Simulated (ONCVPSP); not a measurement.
As ONCV: all-electron and pseudo phase curves

| Item | Value |
| --- | --- |
| Element | arsenic |
| Generator | ONCVPSP 4.0.1 |
| Type | optimised norm-conserving Vanderbilt (ONCV) |
| Functional | PBE |
| Relativity | scalar-relativistic |
| Frozen core | [Ne] |
| Valence charge | 23 |
| Reference configuration | 3s2 3p6 3d10 4s1.75 4p3.25 |
| Partial waves | 3s+4s: rc 1.00 bohr, ncon 4, nbas 8, qcut 10 1/bohr, 2 projectors; 3p+4p: rc 1.20 bohr, ncon 4, nbas 8, qcut 13.3 1/bohr, 2 projectors; 3d: rc 1.15 bohr, ncon 4, nbas 8, qcut 15.5 1/bohr, 2 projectors, debl 3.3 Ha |
| Local potential | polynomial inside 0.90 bohr (lpopt 5, dvloc0 2 Ha) |
| Core correction | none |

The phase is arctan(r·R′/R) of the radial function R(r), unwrapped; energies in Ha, scanned from -9 to 5 Ha. A pole is an energy at which the radial function vanishes at the test radius. The pseudo phase is shifted by a multiple of π to meet the all-electron one at the reference energy, and phase errors are pseudo minus all-electron; the curves can meet again beyond the range given. Levels narrower than the energy grid can be missing from the lists of poles.

For each channel, where are the poles, and over which energies does the pseudopotential scatter like the atom?

| channel | radius (bohr) | reference energy (Ha) | poles, all-electron | poles, pseudo | unbroken range about the reference energy with phases within 0.05 rad | phase error 1 Ha above the reference energy (rad) |
| --- | --- | --- | --- | --- | --- | --- |
| s | 1.02 | -0.54 | -5.99 | -5.99 | the whole range | -0.000 |
| p | 1.22 | -0.20 | -4.55 | -4.55 | the whole range | +0.000 |
| d | 1.17 | -1.51 | -0.82 | -0.82 | the whole range | +0.000 |

Phases in the d channel:

```json
{"E (Ha)": "-8.96", "all-electron": "1.308", "pseudo": "1.308"}
{"E (Ha)": "-8.24", "all-electron": "1.292", "pseudo": "1.292"}
{"E (Ha)": "-7.52", "all-electron": "1.273", "pseudo": "1.273"}
{"E (Ha)": "-6.80", "all-electron": "1.249", "pseudo": "1.249"}
{"E (Ha)": "-6.08", "all-electron": "1.219", "pseudo": "1.219"}
{"E (Ha)": "-5.36", "all-electron": "1.178", "pseudo": "1.178"}
{"E (Ha)": "-4.64", "all-electron": "1.118", "pseudo": "1.119"}
{"E (Ha)": "-3.92", "all-electron": "1.021", "pseudo": "1.021"}
{"E (Ha)": "-3.20", "all-electron": "0.822", "pseudo": "0.823"}
{"E (Ha)": "-2.48", "all-electron": "0.234", "pseudo": "0.234"}
{"E (Ha)": "-1.76", "all-electron": "-0.985", "pseudo": "-0.985"}
{"E (Ha)": "-1.04", "all-electron": "-1.494", "pseudo": "-1.494"}
{"E (Ha)": "-0.32", "all-electron": "-1.700", "pseudo": "-1.700"}
{"E (Ha)": "0.40", "all-electron": "-1.842", "pseudo": "-1.842"}
{"E (Ha)": "1.12", "all-electron": "-1.985", "pseudo": "-1.985"}
{"E (Ha)": "1.84", "all-electron": "-2.176", "pseudo": "-2.176"}
{"E (Ha)": "2.56", "all-electron": "-2.488", "pseudo": "-2.488"}
{"E (Ha)": "3.28", "all-electron": "-3.013", "pseudo": "-3.011"}
{"E (Ha)": "4.00", "all-electron": "-3.620", "pseudo": "-3.617"}
{"E (Ha)": "4.72", "all-electron": "-4.024", "pseudo": "-4.021"}
```
